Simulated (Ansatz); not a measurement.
The same ligand exchange along the group B, Al, Ga, In.

Computed with Ansatz on PBE0-D4/def2-TZVP structures; ΔE is electronic, products minus reactants. CBS: MP2 limit from def2 TZ/QZ plus the TZ coupled-cluster correction, frozen cores. DFT in def2-TZVPP. def2 core potentials past Kr. For Ga, I, In outer-core shells are correlated without core-valence functions, which leaves a few kJ/mol of doubt a bond. Scalar relativity is left out up to krypton. One conformer a species, not always the lowest.

| reaction | B97M-V (kJ/mol) | CCSD(T)/CBS(def2) (kJ/mol) |
| --- | --- | --- |
| `FB(F)I` + `O[SiH3]` → `FB(F)O[SiH3]` + HI | -90 | -84 |
| `[F][Al]([F])[I]` + `O[SiH3]` → `[F][Al]([F])[O][SiH3]` + HI | -17 | -10 |
| `[F][Ga]([F])[I]` + `O[SiH3]` → `[F][Ga]([F])[O][SiH3]` + HI | 61 | 61 |
| `[F][In]([F])[I]` + `O[SiH3]` → `[F][In]([F])[O][SiH3]` + HI | 107 | 111 |

Largest T1 diagnostic: 0.017, for `[F][In]([F])[O][SiH3]`.
